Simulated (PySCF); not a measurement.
ZnCl, SMILES [Cl][Zn+], charge +1.

Geometry: B3LYP-D3(BJ)/def2-TZVP. The spin state was assumed, not searched.

Method: TDA-PBE/def2-TZVPD (PySCF).

Vertical excitations; the highest root listed may be one member of a degenerate set.  State labels are in the subgroup C2v.

```tsv
state	symmetry	energy (eV)	λ (nm)	f	main pairs
S1	B2	1.90	654	0.003	HOMO→LUMO (degenerate set)
S2	B1	1.90	654	0.003	HOMO−1→LUMO (degenerate set)
S3	A1	5.19	239	0.142	HOMO−2→LUMO 73 %, HOMO→LUMO+2 13 %, HOMO−1→LUMO+1 13 %
S4	A2	6.37	195	0.000	HOMO→LUMO+1 50 %, HOMO−1→LUMO+2 50 %
S5	A1	6.42	193	0.000	HOMO→LUMO+2, HOMO−1→LUMO+1 (degenerate set)
S6	A2	6.42	193	0.000	HOMO−1→LUMO+2, HOMO→LUMO+1 (degenerate set)
S7	A1	7.88	157	0.385	HOMO−1→LUMO+1 27 %, HOMO→LUMO+2 27 %, HOMO−7→LUMO 27 %, HOMO−2→LUMO 12 %
S8	A1	8.41	147	0.000	HOMO−3→LUMO (degenerate set)
S9	A2	8.41	147	0.000	HOMO−4→LUMO (degenerate set)
S10	B1	8.50	146	0.000	HOMO−5→LUMO 96 %
T1	B2	1.50	826	0	HOMO→LUMO (degenerate set)
T2	B1	1.50	826	0	HOMO−1→LUMO (degenerate set)
T3	A1	3.36	369	0	HOMO−2→LUMO 99 %
T4	A1	6.07	204	0	HOMO→LUMO+2 50 %, HOMO−1→LUMO+1 50 %
```
Triplets are in the Tamm–Dancoff approximation.
